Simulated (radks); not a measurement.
The numbers below are computed, except where a source is named.
Species: I29+. Configuration: [Ar] 3d6 (the NIST ground configuration).

Level of theory: non-relativistic Kohn-Sham, PBE, spin-polarised, spherical densities, point nucleus; open shells are filled with parallel spins first (spin-orbit coupling, left out, can overturn this in heavy ions); relativity is left out, which matters for an element this heavy (a radial shooting solver on a logarithmic mesh with Libxc functionals).

Energy parts (hartree):
part                        energy
total                  -6400.78612
kinetic                 6399.57664
electron-nucleus      -14067.05429
Hartree                 1402.06090
exchange-correlation    -135.36937

Orbitals (lengths in bohr, moments of r in powers of bohr; r(90%) holds 90 % of the orbital's charge):
orbital  occ.  eigenvalue (hartree)  r(90%)     <r^2>
1s up       1             -1207.497  0.0510  0.001100
1s down     1             -1207.493  0.0510  0.001100
2s up       1             -218.8589   0.189   0.01772
2s down     1             -218.3826   0.188   0.01768
2p up       3             -208.5498   0.169   0.01330
2p down     3             -208.2064   0.169   0.01325
3s up       1             -73.78220   0.454    0.1106
3s down     1             -73.31356   0.455    0.1112
3p up       3             -69.64150   0.445    0.1037
3p down     3             -69.13957   0.447    0.1044
3d up       5             -62.39536   0.410   0.08236
3d down     1             -61.76512   0.412   0.08318

The highest occupied level is 3d down at -1680.7 eV. The spin density at the nucleus is -5.35 e/bohr^3 (1s -0.76, 2s -15.37, 3s 10.78). Virial ratio -V/T = 2.00019. Summed over all electrons, <r^2> = 1.458 bohr^2, which gives a Langevin (diamagnetic) susceptibility term of -1.15 x 10^-6 cm^3/mol. The electron density at the nucleus is 1.05e+05 e/bohr^3. Spin moment in Bohr magnetons: 4.
